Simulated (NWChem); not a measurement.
System: CH7FSi2; SMILES C[Si@@H](F)[SiH3]

Program: NWChem. Pople sets run with spherical d functions. The geometry was optimised at PBE0/def2-SVP. Level: M05-2X/6-31G* with SMD (1 M gas to 1 M solution), gas-phase geometry. Reactions with the solvent are ignored.

Question: Order these by “solvation free energy (kcal/mol)”, lowest first: tetrahydrofuran; diethyl ether; water.

Answer: diethyl ether (-2.4), tetrahydrofuran (-1.8), water (1.7)
